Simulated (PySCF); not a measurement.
H$_{4}$Si$_{2}$, singlet, geometry from GFN2-xTB. Base run: PBE0/6-31G** (PySCF).

Input for PySCF:
```python
from pyscf import gto, scf, dft

mol = gto.Mole()
mol.atom = '''
    Si   -0.288906    0.946481    0.771451
    H     0.382608    2.122327    0.129654
    Si    0.207329   -0.807678   -0.597427
    H     0.996315   -0.861303   -1.840963
    H    -1.091687   -1.388386   -0.989240
    H     0.854851   -1.815878    0.264216
'''
mol.basis = '6-31g**'
mol.charge = 0
mol.spin = 0
mol.verbose = 5
mol.build()

mf = dft.RKS(mol)
mf.xc = 'pbe0'
mf.kernel()
mo_i, mo_e, stable_i, stable_e = mf.stability(internal=True, external=True, return_status=True, nroots=6, tol=1e-6)
print('internally stable:', stable_i, ' externally stable:', stable_e)
if not stable_e:
    umf = mf.to_uhf() if not hasattr(mf, 'xc') else mf.to_uks()
    umf.scf_summary = {}
    umf.kernel(umf.make_rdm1(mo_e, umf.mo_occ))
```

The bond that is stretched is that between atoms 4 and 3. A test that says stable can miss a lower solution.

Variants of this job, named by their change:

```csv
change,ΔE vs base (mEh),<S^2>,E after following the instability (Eh),<S^2> there,HOMO-LUMO gap (eV),stability test says
base,0.000,0.000,-581.01379,0.18,3.10,external instability
bond × 1.25,23.587,0.000,-580.99006,0.14,3.09,external instability
bond × 1.5,65.757,0.000,-580.94778,0.11,2.97,external instability
bond × 1.8,110.9,0.000,-580.90253,0.00,2.56,external instability
bond × 2.2,153.9,0.000,-580.88361,0.87,1.90,external instability
bond × 3.0,196.7,0.000,-580.81671,0.00,1.18,external instability
```

Where a bond breaks into two radicals, a solution with restricted orbitals usually stops being the lowest and lies too high; an unrestricted one lies lower at the price of spin contamination, which <S^2> shows.
